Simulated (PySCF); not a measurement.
Species: Zn(tBu)2, C₈H₁₈Zn (singlet state).
Bonds: Zn1–C2, Zn1–C15, C2–C3, C2–C4, C2–C5, C15–C16, C15–C17, C15–C18. Hydrogens: H6, H7, H8 on C3; H9, H10, H11 on C4; H12, H13, H14 on C5; H19, H20, H21 on C16; H22, H23, H24 on C17; H25, H26, H27 on C18.

Method: TDDFT B3LYP/def2-SVPD, vertical, gas phase, core orbitals frozen in the response (PySCF 2.14.0, density-fitted response routines). Isolated species at its PBE0-D3(BJ)/def2-SVP geometry, gas phase.

Computed states:

```csv
state,E (eV),f
S1,4.47,0.0000
S2,4.47,0.0001
S3,4.89,0.130
S4,5.89,0.0000
S5,6.14,0.672
S6,6.26,0.0003
S7,6.41,0.068
S8,6.41,0.068
S9,6.72,0.013
S10,6.72,0.013
S11,6.95,0.0000
S12,6.95,0.0000
S13,7.16,0.0001
S14,7.16,0.0001
```

Each state is given a Gaussian of 0.25 eV full width at half maximum, with ε(max) = 2.175×10⁸ f / Δν̃ (Δν̃ the width in cm⁻¹). The width is an assumption, not a result. The curve ends short of the highest state used, and states not computed would add to its high-energy end.

Question: What does the envelope look like, and where are its maxima?

Answer: 
λ (nm), ε (L mol⁻¹ cm⁻¹) and a bar:
```
    188.9       6077 ###
    191.0      11513 #####
    193.1      16965 #######
    195.2      22849 #########
    197.2      35648 ###############
    199.3      57570 ########################
    201.4      72582 ##############################
    203.5      65535 ###########################
    205.5      43420 ##################
    207.6      20553 ########
    209.7       7170 ###
    211.8       1877 #
    213.8        408 
    215.9         64 
    218.0          8 
    220.1          1 
    222.1          0 
    224.2          0 
    226.3          0 
    228.4          0 
    230.4          0 
    232.5          2 
    234.6         13 
    236.7         60 
    238.7        216 
    240.8        677 
    242.9       1742 #
    245.0       3715 ##
    247.0       6472 ###
    249.1       9820 ####
    251.2      12672 #####
    253.3      14019 ######
    255.3      13467 ######
    257.4      11265 #####
    259.5       8249 ###
    261.6       5323 ##
    263.6       3136 #
    265.7       1610 #
    267.8        744 
    269.9        314 
    271.9        131 
    274.0         55 
    276.1         28 
    278.2         19 
    280.2         15 
    282.3         12 
    284.4          9 
    286.5          6 
    288.5          4 
    290.6          2 
    292.7          1 
    294.8          1 
    296.8          0 
    298.9          0 
    301.0          0 
    303.1          0
```

Maxima: 254 nm (4.89 eV), ε about 14000, made up of S3 (100%); 202 nm (6.14 eV), ε about 73000, made up of S5 (99%) (ε in L mol⁻¹ cm⁻¹; maxima over ε = 5, shares over 10%).

Question: On this curve, what absorbance would a 10⁻⁴ mol/L sample give at 248 nm over a 1 cm path?

Answer: 248 nm is 4.999 eV, where ε is about 8100 L mol⁻¹ cm⁻¹, so A = ε c l ≈ 0.81 (Beer–Lambert, with the gas-phase spectrum and the assumed width).

Question: Coming from long wavelengths, where does ε first pass 100 L mol⁻¹ cm⁻¹?

Answer: At about 272 nm (4.55 eV), 0.09 eV above S1.

Question: What would ε be at 6.14 eV, the highest of these maxima, with half the width (0.125 eV)?

Answer: About 145000 L mol⁻¹ cm⁻¹ against 73100, a factor of about 1.98; a lone state at its own centre would give exactly 2.

Time: 81 s wall, 3.0 min CPU (grids of density and orbitals included); peak memory 2.3 GiB. Hardware: an Intel Xeon 6975P-C with 2 threads, shared host with 192 logical CPUs at a one-minute load of 56.
